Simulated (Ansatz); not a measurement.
System: C3H12NSi (charge +1, singlet). It need not be the lowest isomer of its formula. 
Structure (B3LYP-D3(BJ)/def2-TZVP (Ansatz, a first-principles code) minimum search):
SMILES: C[Si](C)(C)[NH3+]
```xyz
17

Si    -0.0112     0.0843    -0.1504
C      1.7641     0.2629    -0.6380
C     -1.0088    -1.0804    -1.1847
C     -0.8660     1.6510     0.3355
N      0.1141    -0.8599     1.5345
H      1.8191     0.7917    -1.5933
H      2.2564    -0.7017    -0.7778
H      2.3374     0.8476     0.0844
H     -1.1467    -0.6451    -2.1779
H     -2.0042    -1.2558    -0.7715
H     -0.5124    -2.0431    -1.3237
H     -1.8616     1.4717     0.7465
H     -0.9940     2.2764    -0.5520
H     -0.2889     2.2336     1.0565
H      0.6486    -0.3328     2.2268
H      0.5737    -1.7658     1.4293
H     -0.8061    -1.0376     1.9400
```
Charge +1, spin multiplicity 1.

Basis-set convergence of Hartree-Fock and CCSD(T) correlation energies (hartree) with Ansatz. Cores are frozen in the correlated levels unless marked. Spin-orbit coupling is left out. Non-relativistic.

| basis | functions | E(HF) | E(corr, CCSD(T)) | rough core time |
|---|---|---|---|---|
| cc-pV(D+d)Z | 139 | -463.84304 | -0.80660 | 30 s |
| cc-pV(T+d)Z | 327 | … | … | 8 min |

Task: Some entries are withheld; supply them.

Result: 
- cc-pV(T+d)Z, E(HF): -463.91436
- cc-pV(T+d)Z, E(corr, CCSD(T)): -0.97291
